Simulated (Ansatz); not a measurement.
Total energies of the cluster GaSb₂ from Ansatz at PBE-D4/def2-TZVP, gas phase (1 Eh = 27.2114 eV = 2625.5 kJ/mol). The reference geometry is relaxed at r2SCAN-D4/def2-TZVP.

| atom | x (Å) | y (Å) | z (Å) |
| --- | --- | --- | --- |
| Ga1 | 0.3902 | 0.3160 | -1.6859 |
| Sb2 | 0.5527 | -1.2001 | 0.8216 |
| Sb3 | -0.9429 | 0.8841 | 0.8643 |

```
                 state                        geometry  energy (Eh)
      charge 0 doublet                       reference  -2405.12294
      charge 1 singlet                       reference  -2404.85834
      charge 0 quartet  relaxed at r2SCAN-D4/def2-TZVP  -2405.08950
free Ga atom (doublet)                               –  -1924.51515
free Sb atom (quartet)                               –   -240.20743
```

In the def2 sets Sb takes a core potential; there is no spin–orbit coupling.

Q: Work out the vertical ionisation energy to the singlet.

A: E(charge 1 singlet) − E(charge 0 doublet) = -2404.85834 − (-2405.12294) = 0.26460 Eh = 7.20 eV. For comparison, −ε of the highest occupied level of the spin that leaves is 4.73 eV at this level, 2.47 eV less.

Q: Which of the charge 0 states is lowest, and how far above it are the others?

A: The doublet. quartet: -2405.08950 − (-2405.12294) = 0.03344 Eh = 87.8 kJ/mol.

Q: What is the binding energy per atom against free atoms?

A: Atoms: 1 × (-1924.51515) + 2 × (-240.20743) = -2404.93001 Eh. Binding: -2404.93001 − (-2405.12294) = 0.19293 Eh = 5.25 eV, or 1.75 eV for each of 3 atoms (no zero-point energy, no counterpoise term).

A triplet lies near this restricted singlet, and broken spin symmetry wasn't tried. 

The structure comes from a short search, and lower isomers may exist.
